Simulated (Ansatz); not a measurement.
C$_{12}$H$_{10}$F$_{2}$Si (`F[Si](F)(c1ccccc1)c1ccccc1`), relaxed with RKS PBE0-D4/def2-TZVP in Ansatz from a PBE-D4/def2-SVP geometry. The force threshold is 0.005 eV/Å; the program also tests the step.

Charge 0, multiplicity 1.

Start:

```xyz
25

F    -2.615   -1.265   -0.059
Si   -1.502   -0.154   -0.521
F    -2.277    0.764   -1.637
C    -1.054    0.828    0.995
C     0.110    1.632    1.012
C     0.445    2.380    2.149
C    -0.376    2.332    3.287
C    -1.530    1.530    3.289
C    -1.866    0.782    2.152
C    -0.050   -0.941   -1.378
C     0.026   -0.972   -2.789
C     1.117   -1.574   -3.432
C     2.149   -2.151   -2.673
C     2.092   -2.119   -1.270
C     1.001   -1.517   -0.627
H     0.764    1.670    0.126
H     1.353    3.004    2.150
H    -0.112    2.917    4.182
H    -2.170    1.488    4.184
H    -2.768    0.151    2.158
H    -0.779   -0.517   -3.387
H     1.165   -1.594   -4.532
H     3.006   -2.622   -3.178
H     2.903   -2.565   -0.674
H     0.968   -1.489    0.474
```

```tsv
step	energy (eV)	largest force (eV/Å)	largest move (Å)
1	-25906.6618	1.149	0.000
2	-25906.8369	0.757	0.038
3	-25906.8695	0.136	0.025
4	-25906.8703	0.050	0.015
5	-25906.8706	0.013	0.005
6	-25906.8706	0.011	0.006
7	-25906.8707	0.007	0.005
8	-25906.8707	0.004	0.008
9	-25906.8707	0.004	0.011
10	-25906.8707	0.004	0.009
11	-25906.8707	0.002	0.007
```

End:

```xyz
25

F    -2.572   -1.252   -0.082
Si   -1.503   -0.154   -0.521
F    -2.254    0.757   -1.591
C    -1.051    0.814    0.985
C     0.085    1.627    0.984
C     0.428    2.370    2.101
C    -0.361    2.308    3.241
C    -1.490    1.502    3.262
C    -1.832    0.761    2.142
C    -0.057   -0.928   -1.369
C     0.042   -0.945   -2.762
C     1.126   -1.541   -3.388
C     2.128   -2.127   -2.629
C     2.048   -2.115   -1.243
C     0.964   -1.518   -0.620
H     0.715    1.674    0.100
H     1.312    2.997    2.086
H    -0.093    2.887    4.118
H    -2.104    1.451    4.154
H    -2.713    0.129    2.167
H    -0.735   -0.484   -3.362
H     1.191   -1.546   -4.470
H     2.977   -2.592   -3.118
H     2.832   -2.571   -0.649
H     0.916   -1.505    0.464
```

Hardware: 11 threads of an AMD EPYC 7R13 on a shared host and a whole NVIDIA H100 80 GB. Wall time 36 s, peak host memory 1.4 GiB.
